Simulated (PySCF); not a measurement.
Molecule: SMILES CB(C)CC[Si](O)(O)O. Atoms near the plane z = 0.0 Å, at the GFN2-xTB optimised geometry (x, y, z in Å): Si1 (0.3, -2.8, 0.0), O4 (2.0, -2.8, 0.0), C5 (-0.3, -1.1, 0.0), C8 (-1.5, 1.8, 0.3), H12 (2.4, -2.7, 0.8), H13 (0.0, -0.5, -0.9), H14 (-1.4, -1.1, 0.0), H17 (-1.1, 1.8, -0.7), H18 (-2.4, 1.2, 0.3), H19 (-1.8, 2.8, 0.5).

Calculation: B3LYP/def2-SVP run with PySCF 2.14.0. Cells within 0.4 Å of a nucleus heavier than hydrogen are left out (blank, or x). The values are rescaled to run from 0 to 1.

```
|22222333333333333333333333333|
|22222333333333333333333333333|
|22222233333323333333333333333|
|22222233333322333333333333333|
|22222233454332333333333333333|
|22222234796433333333333333333|
|22222234999643333333333333333|
|32222235999974333333333333333|
|33322337999995443333333333333|
|3333346999x996544333333333333|
|33333599999996554333333333333|
|33334699999975544333333333333|
|33333589966544444333333333333|
|33333455443444544333333333333|
|33333333333478864333333333333|
|33333333467999995433322223333|
|3333333479999x997432222222233|
|333333349999xxx98432222222222|
|3333333479999x999632112222222|
|33333333478999999963212222222|
|33333333345799999999973222222|
|333333333459999x999xx96222222|
|33333333346999xxx99xx98222222|
|333333333459999x9999994222222|
|33333333345799999999941112222|
|33333333344579999941000112222|
|33333333344444566420000112222|
|33333333333322222210001122222|
|33333333333221111111111122222|
```
Scale: ten equal steps from 0.000 (start of '0') to 1.00 (end of '9'), in the order '0123456789'; x runs from -5.00 to 5.00, y from -5.00 (bottom) to 5.00 (top).

Problem. Which quantity is mapped?
(A) an orbital amplitude
(B) Laplacian of the electron density
(C) log10 of the electron density
(D) electrostatic potential

Solution. D, electrostatic potential. In full: electrostatic potential (hartree/e), clipped to [-0.08, 0.12].
